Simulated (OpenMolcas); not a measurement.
## SiH3I (SMILES [SiH3]I): name the method

SiH3I has 5 atoms, charge 0, and is taken as a singlet. As SMILES, `[SiH3]I`. The coordinates come from a PBE0-D4/def2-TZVP relaxation.

```xyz
5

Si   -0.1656    0.0693   -0.0773
I     1.9077   -0.9233    0.7378
H    -1.1444    0.0890    1.0339
H    -0.6713   -0.7557   -1.1984
H     0.1235    1.4470   -0.5373
```

Orbital energies are those of the mean-field step.

A calculation with OpenMolcas 26.06 gave:

```
total energy  : -7138.0766 Eh
dipole moment : 2.65 D
HOMO energy   : -7.40 eV
LUMO energy   : 8.10 eV
HOMO–LUMO gap : 15.50 eV
largest force : 1.567 eV/Å
```

Which of these levels gave the numbers?
A. HF/def2-SVP (core potential)
B. HF/STO-3G
C. MP2/def2-SVP (core potential)
D. MP2/ANO-R2 (DKH3, Cholesky decomposition)

B. The others give -587.4936 Eh (MP2/def2-SVP (core potential)), -7404.4037 Eh (MP2/ANO-R2 (DKH3, Cholesky decomposition)), -587.2706 Eh (HF/def2-SVP (core potential)).
